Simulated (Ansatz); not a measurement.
Reaction (formal hydrolysis of the Hf–F bond): `[OH][Hf]([F])([F])[I]` + H₂O → `[OH][Hf]([OH])([F])[I]` + H–F

Program: Ansatz. Geometries: PBE0-D4/def2-TZVP. ΔE: electronic, gas phase. CCSD(T)/CBS is the MP2 limit (def2-TZVPP, def2-QZVPP) plus CCSD(T) − MP2 in def2-TZVPP, frozen cores. This one scheme is used for every species. def2 core potentials past Kr. For Hf, I outer-core shells are correlated without core-valence functions, which leaves a few kJ/mol of doubt a bond. One conformer a species, not always the lowest.

```csv
species,CCSD/def2-TZVPP energy (Eh)
`[OH][Hf]([F])([F])[I]`,-620.44036
H₂O,-76.32939
`[OH][Hf]([OH])([F])[I]`,-596.41601
H–F,-100.33828
```

Task: Work out ΔE.

Result: ΔE = (-596.41601) + (-100.33828) − (-620.44036) − (-76.32939) = 0.01546 Eh = +40.6 kJ/mol. CCSD(T)/CBS gives +40.4 kJ/mol.

Largest T1 diagnostic among the species: 0.014.

In def2-TZVPP, CCSD(T) changes the Hartree–Fock value by −4.5 kJ/mol (the triples alone add −0.1 kJ/mol) and MP2 by −7.9 kJ/mol. Leaving LDA and LC-ωPBE aside and taking each functional with its dispersion term where it has one, the values, not all of them listed here, spread over 9.8 kJ/mol, from PBE-QIDH to B97M-V. LDA lies −8.6 kJ/mol from PBE without D4.
